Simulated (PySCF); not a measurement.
C2H9FO2Si2, singlet, geometry from GFN2-xTB; CASSCF(10,9)/STO-3G in PySCF.

PySCF was given this input:
```python
from pyscf import gto, scf, mcscf
import numpy

mol = gto.M(
    atom='''
Si    2.002311    0.051163    0.430460
F     2.255871    0.765528    1.845757
O     0.409900    0.096800    0.253363
Si   -1.022348   -0.155304   -0.471735
C    -2.046822   -1.317088    0.626136
C    -1.855466    1.530179   -0.734652
O    -0.609389   -0.861412   -1.888172
H     2.653115    0.883230   -0.564159
H     2.460686   -1.317365    0.581382
H    -3.042549   -1.475820    0.222241
H    -1.568869   -2.288441    0.715864
H    -2.161782   -0.917048    1.627788
H    -2.848216    1.424181   -1.162449
H    -1.959597    2.070835    0.199920
H    -1.271249    2.151524   -1.407378
H    -1.274232   -1.124524   -2.517599
''',
    basis='sto-3g',
    charge=0,
    spin=0,
    verbose=4,
)

mf = scf.RHF(mol)
mf.kernel()
mc = mcscf.CASSCF(mf, 9, 10)
mc.fix_spin_(ss=0.0)
mc.kernel()
occ = numpy.linalg.eigvalsh(mc.fcisolver.make_rdm1(mc.ci, mc.ncas, mc.nelecas))[::-1]
ss = mc.fcisolver.spin_square(mc.ci, mc.ncas, mc.nelecas)[0]
print('natural occupations', occ.round(4), ' <S^2>', round(ss, 4))
```

### Question
What does PySCF print? Leave out banner, timings and long lists.

### Answer

```
PySCF version 2.14.0

[INPUT] verbose = 4
[INPUT] num. atoms = 16
[INPUT] num. electrons = 74
[INPUT] charge = 0
[INPUT] spin (= nelec alpha-beta = 2S) = 0
[INPUT] symmetry False subgroup None
[INPUT] Mole.unit = angstrom
[INPUT] Symbol           X                Y                Z      unit          X                Y                Z       unit  Magmom
[...]
nuclear repulsion = 488.666222519466
number of shells = 34
number of NR pGTOs = 156
number of NR cGTOs = 52
basis = sto-3g
ecp = {}

******** <class 'pyscf.scf.hf.RHF'> ********
method = RHF
initial guess = minao
damping factor = 0
level_shift factor = 0
DIIS = <class 'pyscf.scf.diis.CDIIS'>
diis_start_cycle = 1
diis_space = 8
diis_damp = 0
SCF conv_tol = 1e-09
SCF conv_tol_grad = None
SCF max_cycles = 50
direct_scf = True
direct_scf_tol = 1e-13
Set gradient conv threshold to 3.16228e-05
Initial guess from minao.
init E= -897.556767811954
[...]
cycle= 1 E= -896.929948858977  delta_E= 0.627  |g|= 0.663  |ddm|= 4.58
[...]
cycle= 2 E= -897.099105696667  delta_E= -0.169  |g|= 0.168  |ddm|= 1.26
[...]
cycle= 3 E= -897.108996068072  delta_E= -0.00989  |g|= 0.0386  |ddm|= 0.282
[...]
cycle= 4 E= -897.109788500825  delta_E= -0.000792  |g|= 0.00972  |ddm|= 0.0836
[...]
cycle= 5 E= -897.109850040686  delta_E= -6.15e-05  |g|= 0.00186  |ddm|= 0.0264
[...]
cycle= 6 E= -897.109852359275  delta_E= -2.32e-06  |g|= 0.000306  |ddm|= 0.00522
[...]
cycle= 7 E= -897.109852420651  delta_E= -6.14e-08  |g|= 5.79e-05  |ddm|= 0.000869
[...]
cycle= 8 E= -897.109852422525  delta_E= -1.87e-09  |g|= 1.52e-05  |ddm|= 0.000128
[...]
cycle= 9 E= -897.109852422692  delta_E= -1.68e-10  |g|= 3.62e-06  |ddm|= 4.4e-05
[...]
Extra cycle  E= -897.109852422699  delta_E= -6.82e-12  |g|= 1.5e-06  |ddm|= 8.02e-06
converged SCF energy = -897.109852422699

******** <class 'pyscf.mcscf.mc1step.CASSCF'> ********
CAS (5e+5e, 9o), ncore = 32, nvir = 11
max_cycle_macro = 50
max_cycle_micro = 4
conv_tol = 1e-07
conv_tol_grad = None
orbital rotation max_stepsize = 0.02
orbital rotation threshold for CI restart = 0.01
augmented hessian ah_max_cycle = 30
augmented hessian ah_conv_tol = 1e-12
augmented hessian ah_linear dependence = 1e-14
augmented hessian ah_level shift = 1e-08
augmented hessian ah_start_tol = 2.5
augmented hessian ah_start_cycle = 3
augmented hessian ah_grad_trust_region = 3
kf_trust_region = 3
kf_interval = 4
ci_response_space = 4
ci_grad_trust_region = 3
with_dep4 0
natorb = False
canonicalization = True
sorting_mo_energy = False
[...]
CASCI E = -897.116747882430  S^2 = 0.0000000
[...]
               |grad[o]|=0.000941  |grad[c]|=0.0105  |ddm|=0.00186  |maxRot[o]|= 0.11
macro iter  26 ( 21 JK    4 micro), CASSCF E = -897.165037631381  dE = -2.08209410e-04  S^2 = 0.0000000
               |grad[o]|=0.00412  |grad[c]|=0.00383  |ddm|=0.000877  |maxRot[o]|=0.0162
macro iter  27 ( 21 JK    4 micro), CASSCF E = -897.165099419523  dE = -6.17881424e-05  S^2 = 0.0000000
               |grad[o]|=0.00257  |grad[c]|=0.00613  |ddm|=0.00103  |maxRot[o]|=0.0107
macro iter  28 (  7 JK    2 micro), CASSCF E = -897.165330233786  dE = -2.30814263e-04  S^2 = 0.0000000
               |grad[o]|=0.00222  |grad[c]|=0.00781  |ddm|=0.00205  |maxRot[o]|=0.0508
macro iter  29 (  5 JK    2 micro), CASSCF E = -897.165383496755  dE = -5.32629682e-05  S^2 = 0.0000000
               |grad[o]|=0.001  |grad[c]|=0.00234  |ddm|=0.00125  |maxRot[o]|=0.0257
macro iter  30 ( 13 JK    4 micro), CASSCF E = -897.165395487620  dE = -1.19908657e-05  S^2 = 0.0000000
               |grad[o]|=0.000483  |grad[c]|=0.00104  |ddm|=0.000359  |maxRot[o]|=0.0161
macro iter  31 ( 10 JK    2 micro), CASSCF E = -897.165397082089  dE = -1.59446904e-06  S^2 = 0.0000000
               |grad[o]|=0.000223  |grad[c]|=0.00028  |ddm|=0.000455  |maxRot[o]|=0.00337
macro iter  32 (  6 JK    1 micro), CASSCF E = -897.165397784637  dE = -7.02547595e-07  S^2 = 0.0000000
               |grad[o]|=8.94e-05  |grad[c]|=0.000613  |ddm|=0.000194  |maxRot[o]|=0.00244
macro iter  33 (  4 JK    1 micro), CASSCF E = -897.165398039185  dE = -2.54547672e-07  S^2 = 0.0000000
               |grad[o]|=6.96e-05  |grad[c]|=0.000411  |ddm|=0.000132  |maxRot[o]|=0.00169
macro iter  34 (  3 JK    1 micro), CASSCF E = -897.165398168524  dE = -1.29339014e-07  S^2 = 0.0000000
               |grad[o]|=5.45e-05  |grad[c]|=0.000296  |ddm|=9.28e-05  |maxRot[o]|=0.00117
macro iter  35 (  3 JK    1 micro), CASSCF E = -897.165398237088  dE = -6.85648729e-08  S^2 = 0.0000000
               |grad[o]|=4.08e-05  |grad[c]|=0.000216  |ddm|=7.12e-05  |maxRot[o]|=0.000887
1-step CASSCF converged in  35 macro (412 JK  96 micro) steps
CASSCF canonicalization
Density matrix diagonal elements [1.98496368 1.98597852 1.98593263 1.98331651 1.9836725  0.01885325
 0.01974943 0.01891971 0.01861376]
CASSCF energy = -897.165398237088
CASCI E = -897.165398237088  E(CI) = -18.6908376478063  S^2 = 0.0000000
natural occupations [1.9959 1.9885 1.9836 1.9797 1.9772 0.0234 0.023  0.0151 0.0137]  <S^2> 0.0
```
